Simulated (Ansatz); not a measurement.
`[OH][Ti]([OH])([F])[Cl]` + HI → `[OH][Ti]([OH])([F])[I]` + HCl  (ligand exchange at a Ti–Cl bond)

Computed with Ansatz on PBE0-D4/def2-TZVP structures; ΔE is electronic, products minus reactants. CCSD(T)/CBS is the MP2 limit (def2-TZVPP, def2-QZVPP) plus CCSD(T) − MP2 in def2-TZVPP, frozen cores. This one scheme is used for every species. def2 core potentials past Kr. For I, Ti outer-core shells are correlated without core-valence functions, which leaves a few kJ/mol of doubt a bond. Scalar relativity is left out up to krypton. Each species was taken in one conformer, which may not be the lowest.

```csv
species,CCSD(T)/CBS(def2) energy (Eh)
`[OH][Ti]([OH])([F])[Cl]`,-1560.29034
HI,-298.03592
`[OH][Ti]([OH])([F])[I]`,-1397.94349
HCl,-460.38127
```

Problem. Work out ΔE.

Solution. ΔE = (-1397.94349) + (-460.38127) − (-1560.29034) − (-298.03592) = 0.00150 Eh = +3.9 kJ/mol.

Largest T1 diagnostic among the species: 0.024, so the coupled-cluster value is less sure than usual.

In def2-TZVPP, CCSD(T) changes the Hartree–Fock value by −10.5 kJ/mol (the triples alone add −4.2 kJ/mol) and MP2 by −19.1 kJ/mol. Leaving LDA and LC-ωPBE aside and taking each functional with its dispersion term where it has one, the values, not all of them listed here, spread over 14.3 kJ/mol, from PBE-QIDH to B97M-V.
